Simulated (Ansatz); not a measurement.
Frontier orbitals of `C[C](C)(C)[Ga]([F])[Cl]`.

Total charge 0; spin multiplicity 1. Correlated methods include outer-core shells of Ga, which these sets cover unevenly. Scalar relativity is left out up to krypton. The structure was optimised at the PBE0-D4/def2-TZVP level. Basis def2-TZVPP, Ansatz 0.2.0.

Orbital energies of one run (eV). Highest occupied ones, from the top: -9.09, -10.44, -10.55, -11.30, -11.30, -12.07, -12.27, -12.73, -12.79, -13.03, -13.07, -14.29, -14.32, -14.41. Empty: -0.18, 0.08, 1.65, 2.11, 2.99, 3.04.

Which functional gave them?
A. r2SCANh
B. ωB97X-V
C. BHLYP
D. BLYP

C. HOMO energies: BHLYP -9.09, r2SCANh -7.48, ωB97X-V -10.23, BLYP -6.71 eV.
